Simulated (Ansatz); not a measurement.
Mulliken charges of CH4O2SiZn (`O=C[SiH2][Zn][OH]`) from r2SCAN/def2-TZVPP in Ansatz (PBE0-D4/def2-TZVP geometry).

| atom | x (Å) | y (Å) | z (Å) | charge (e) |
| --- | --- | --- | --- | --- |
| O1 | 0.785 | 1.407 | 1.402 | -0.282 |
| C2 | 0.815 | 0.221 | 1.622 | 0.121 |
| Si3 | 0.103 | -1.063 | 0.363 | 0.244 |
| Zn4 | -0.661 | 0.220 | -1.438 | 0.339 |
| O5 | -1.271 | 1.109 | -2.855 | -0.529 |
| H6 | 1.264 | -0.141 | 2.578 | 0.035 |
| H7 | 1.202 | -2.025 | 0.056 | -0.064 |
| H8 | -0.943 | -1.840 | 1.090 | -0.064 |
| H9 | -1.204 | 2.065 | -2.834 | 0.201 |

Q: By hand: the dipole of these point charges (1 e Å = 4.8032 D).

A: Σ q r = (0.136, -0.484, 0.360) e Å, of length 0.618 e Å = 2.97 D.

Q: How does the dipole of the full density compare? (An estimate is asked.)

A: Computed: (0.103, -0.266, 0.255) e Å, 1.84 D; the point charges give 1.61 times that, at 8° from its direction.

Point charges leave out the atoms' own dipoles, such as those of lone pairs, and Mulliken's split depends on the basis, so the two needn't agree.
